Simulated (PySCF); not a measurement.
Vertical excitations of a molecule C3HBrClF from TDA-PBE/def2-SVPD in PySCF 2.14.0, as energy in eV (oscillator strength): 4.45 (0.000), 4.76 (0.000), 5.03 (0.003), 5.15 (0.000), 5.29 (0.001), 5.50 (0.001), 5.56 (0.074), 5.70 (0.000), 5.99 (0.009), 6.22 (0.001). Lowest triplet (TDA): 3.80 eV. Geometry optimised at ωB97X-D3(BJ)/def2-SVP. The values are those of a single conformer.

Problem. Which structure fits?
A) FC(Cl)=C=CBr
B) FC(Br)=C=CCl
C) FC=C=C(Cl)Br

Solution. C, FC=C=C(Cl)Br
